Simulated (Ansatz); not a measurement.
Cost and result up the ladder for MnI2 (3 atoms). Charge 0, multiplicity 6. Geometry: B3LYP-D4/def2-TZVP.

```csv
atom,x (Å),y (Å),z (Å)
Mn1,-0.0050,0.0102,-0.0027
I2,-1.5746,-1.2036,-1.5842
I3,1.5797,1.1934,1.5869
```

Ansatz on 2 threads of Arm Neoverse N1 on a shared host. Times are rough, and most runs start from the orbitals of an earlier one. ωB97M-V/def2-TZVP serves as the yardstick here, not as an exact answer. Differences are given only for rows in sets of like size (and for xTB, whose basis is part of the method), since another set adds its own error. Binding counts from free atoms at the same level (Mn sextet, I doublet; other spins of the atoms weren't run), without zero-point energy or a counterpoise term.

In the def2 sets I takes a core potential; there is no spin–orbit coupling. LC-ωPBE has ω = 0.4 bohr⁻¹. B3LYP takes the VWN-RPA correlation. Correlated methods freeze 13 core orbitals; core or outer-core shells of Mn, I are correlated, in sets that lack core-valence functions. The rows differ in basis, and correlated rows in double-zeta sets carry the largest basis error.

Correlated methods converge slowly with the basis, most of all in double-zeta sets.

```json
{"level": "LDA (SPW92)/def2-TZVP", "functions": "145", "wall time": "3.4 s"}
{"level": "PBE-D4/def2-SVP", "functions": "83", "wall time": "3.9 s"}
{"level": "HF/def2-TZVP", "functions": "145", "wall time": "6 s"}
{"level": "PBE0-D4/def2-SVP", "functions": "83", "wall time": "6 s"}
{"level": "BLYP-D4/def2-TZVP", "functions": "145", "wall time": "7.5 s"}
{"level": "LC-ωPBE/def2-TZVP", "functions": "145", "wall time": "8.5 s"}
{"level": "PBE-D4/def2-TZVPD", "functions": "166", "wall time": "10 s"}
{"level": "BHLYP-D4/def2-TZVP", "functions": "145", "wall time": "12 s"}
{"level": "B3LYP-D4/def2-TZVP", "functions": "145", "wall time": "13 s"}
{"level": "PBE-QIDH/def2-TZVP", "functions": "145", "wall time": "17 s"}
{"level": "CCSD(T)/def2-SVP", "functions": "83", "wall time": "23 s"}
{"level": "B97M-V/def2-TZVP", "functions": "145", "wall time": "29 s"}
{"level": "ωB97X-V/def2-TZVP", "functions": "145", "wall time": "31 s"}
{"level": "ωB97M-V/def2-TZVP", "functions": "145", "wall time": "38 s"}
```

Question: Estimate what each level gives for the binding energy per atom (eV).

Answer: 
```
                level  binding energy per atom (eV)  difference from ωB97M-V/def2-TZVP (eV)
LDA (SPW92)/def2-TZVP                          2.49                                    0.54
      PBE-D4/def2-SVP                          2.22                                       –
         HF/def2-TZVP                          1.53                                   -0.42
     PBE0-D4/def2-SVP                          2.11                                       –
    BLYP-D4/def2-TZVP                          2.06                                    0.11
    LC-ωPBE/def2-TZVP                          2.13                                    0.18
    PBE-D4/def2-TZVPD                          2.24                                    0.29
   BHLYP-D4/def2-TZVP                          1.93                                   -0.02
   B3LYP-D4/def2-TZVP                          1.99                                    0.04
   PBE-QIDH/def2-TZVP                          2.10                                    0.15
     CCSD(T)/def2-SVP                          1.81                                       –
     B97M-V/def2-TZVP                          2.04                                    0.09
    ωB97X-V/def2-TZVP                          2.08                                    0.13
    ωB97M-V/def2-TZVP                          1.95                                    0.00
```
